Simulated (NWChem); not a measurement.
System: TaH2O3Cl; SMILES [Ta](=[O])([OH])([OH])[Cl]

```xyz
7

Ta     0.0200     0.1850     0.0000
O      1.6716     0.6493     0.0000
Cl    -0.0850    -2.1407     0.0000
O     -0.7800     0.9241    -1.5502
H     -0.4546     1.4526    -2.2848
O     -0.7800     0.9241     1.5502
H     -0.4546     1.4526     2.2848
```
Atoms are numbered in this order, from 1.

Computed with NWChem. All runs use the structure optimised with PBE0/def2-SVP. No frequency run checked for a minimum. def2 effective core potentials on Ta; no spin-orbit coupling. Level MN15/def2-SVP: energy and gradient on several grids; changes count from the extra-fine grid, which is no exact limit either.

### Question
Which is the coarsest grid (fine; xcoarse; medium; coarse; xfine) from which on the energy stays within 50 μHa and each gradient component within 100 μHa/bohr of xfine?

### Answer
medium.
```
grid     size of the energy change (μHa)  largest change of a gradient component (μHa/bohr)  time, medium = 1 (rough)
-------  -------------------------------  -------------------------------------------------  ------------------------
xcoarse                            30000                                               9000                   about 1
coarse                              2000                                                400                   about 1
medium                                10                                                 40                   about 1
fine                                < 10                                               < 30                   about 1
xfine                               < 10                                               < 30                         2
```
